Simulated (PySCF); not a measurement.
## Ionisation energy of Br by level of theory

Br [Ar] 3d10 4s2 4p5 [4p1/2^2 4p3/2^3, M_J = 3/2] → Br⁺ [Ar] 3d10 4s2 4p4 [4p1/2^2 4p3/2^2, M_J = 2], as a difference of total energies. All numbers are calculated (PySCF 2.14, the two-component X2C-1e Hamiltonian, in x2c-QZVPPall-2c). Correlated levels: [Ne] frozen; the 8 highest virtual spinors dropped. "Screened" scales the spin-orbit matrix elements by Boettger's factors to mimic the two-electron term; Breit and QED terms are absent.

```csv
method,ionisation energy (eV)
GHF (spin-free),10.719
GMP2 (spin-free),11.726
GHF (screened spin-orbit),10.662
GMP2 (screened spin-orbit),11.669
```

The spin-free rows relax to the high-spin LS determinant and lack the spin-orbit shift.

Errors of the correlated levels include the incompleteness of this basis and the frozen core.

The labels give the starting determinants; with spin-orbit coupling the two ends relaxed to ⟨J²⟩ = 3.76, ⟨L²⟩ = 2.01, ⟨S²⟩ = 0.76 and ⟨J²⟩ = 6.02, ⟨L²⟩ = 2.11, ⟨S²⟩ = 1.96.

Which method comes closest to the reference value, and which is furthest?

The reference is 11.814 eV (measured; NIST Atomic Spectra Database, ionization energies). Closest: GMP2 (spin-free) (error -0.088 eV); furthest: GHF (screened spin-orbit) (error -1.152 eV).
